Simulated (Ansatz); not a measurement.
A run for Ansatz (an electronic-structure program): R-CCSD(T)/def2-SVP on H2Mg (SMILES [MgH2]), a point of a bond scan (R = 1.700 Å).

Ansatz 0.2 input:
```yaml
crystal:
  periodic: [false, false, false]
  atoms:
    - {symbol: Mg, position_ang: [0.00000000, 0.00000000, 0.00000000]}
    - {symbol: H, position_ang: [-0.00000000, -0.00000000, -1.69978284]}
    - {symbol: H, position_ang: [0.00000000, 0.00000000, 1.69978284]}
basis:
  gaussian:
    orbitals: def2-SVP
    pivot_positions_ang: [[0.00000000, 0.00000000, 0.00000000], [-0.00000000, -0.00000000, -1.69978284], [0.00000000, 0.00000000, 1.69978284]]
magnetization: {spin_polarized: false}
correlation: {method: ccsd_t, electrons: outside_noble_gas}
scf: {lower_state_search: off}
output: {orbitals: {seedname: ./end}}
```

The log:

```
WARN ansatz: RAYON_NUM_THREADS=2 ignored (pool sized by the plan → 2); use --threads N
Functional definition: HF
these checks for a lower state are left out or cut short: stability, starts, cluster_reference, orbital_swaps, neighbouring_geometries, increment
integrals: 0.00 GiB planned
263 factors; integrals over basis functions are off by at most 4.7e-4 eV
mean field: 0.04 GiB planned
mean field evaluation 1: about -5459.8320 eV, gradient 6.6e0 eV
mean field evaluation 2: about -5459.8464 eV, gradient 6.6e0 eV
mean field evaluation 4: about -5460.1900 eV, gradient 1.7e-1 eV
mean field evaluation 8: about -5460.1903 eV, gradient 7.3e-5 eV
mean field -5460.19025621 eV, -200.6582908660 hartree, gradient 1.1e-6 eV, S^2 0.000000; 0 other end points of the search recorded, 0 dependent functions left out
5 core orbitals not correlated
reference -5460.19025621 eV, -200.6582908660 hartree; 2, 2 occupied and 21, 21 virtual orbitals, 263 factors
second order -1.23659907 eV of doubles, -0.00000000 eV of singles
coupled cluster: 0.04 GiB planned
cycle   1  -1.53030648 eV  change   -2.9e-1 eV  update   4.5e-2
cycle   2  -1.65998744 eV  change   -1.3e-1 eV  update   1.7e-2
cycle   3  -1.66392313 eV  change   -3.9e-3 eV  update   4.7e-3
cycle   4  -1.66425935 eV  change   -3.4e-4 eV  update   1.3e-3
cycle   5  -1.66409021 eV  change    1.7e-4 eV  update   4.4e-4
cycle   6  -1.66401778 eV  change    7.2e-5 eV  update   1.5e-4
cycle   7  -1.66406760 eV  change   -5.0e-5 eV  update   3.3e-5
cycle   8  -1.66407444 eV  change   -6.8e-6 eV  update   8.2e-6
cycle   9  -1.66407164 eV  change    2.8e-6 eV  update   1.5e-6
perturbative correction -0.00890412 eV, -0.0003272204 hartree
Total energy: -5461.86323197 eV, -200.7197715912 hartree
Checks for a lower state left out: stability, starts, cluster_reference, orbital_swaps, neighbouring_geometries, increment
```

The calculation finished and met its thresholds.

Cost: roughly 0.4 core-seconds.
